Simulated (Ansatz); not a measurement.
Basis sets compared for Ag₅Te₂⁺. The state is a singlet with charge 1. Geometry PBE-D4/def2-SVP. Ansatz on 4 threads of Arm Neoverse V1 on a shared host; times are rough, and most runs start from earlier orbitals.

```xyz
7

Ag    0.276    1.887    0.734
Ag   -0.328   -0.827    0.457
Ag   -3.120   -0.833    0.105
Ag    0.583    0.330   -1.919
Ag    2.011   -2.052    1.418
Te   -1.919    1.270   -0.960
Te    2.496    0.225    0.165
```

In the def2 sets Ag, Te take a core potential; there is no spin–orbit coupling. No other spin state of charge 1 was run. Another isomer (singlet) lies 0.04 eV lower at PBE0-D4/def2-TZVP; other spin states weren't run for this one.

| level | functions | energy (Eh) | HOMO (eV) | LUMO (eV) | wall time |
| --- | --- | --- | --- | --- | --- |
| PBE-D4/def2-SVP | 207 | -1270.9102 | -8.65 | -7.70 | 6 s |
| PBE0-D4/def2-SVP | 207 | -1270.8565 | -9.38 | -6.94 | 13 s |

**Question.** Estimate the rows for PBE-D4/def2-TZVP (with forces), PBE0-D4/def2-TZVP.

**Answer.** 
| level | functions | energy (Eh) | HOMO (eV) | LUMO (eV) | wall time |
| --- | --- | --- | --- | --- | --- |
| PBE-D4/def2-TZVP (with forces) | 300 | -1271.1240 | -8.62 | -7.67 | 12 s |
| PBE0-D4/def2-TZVP | 300 | -1271.0605 | -9.34 | -6.90 | 22 s |
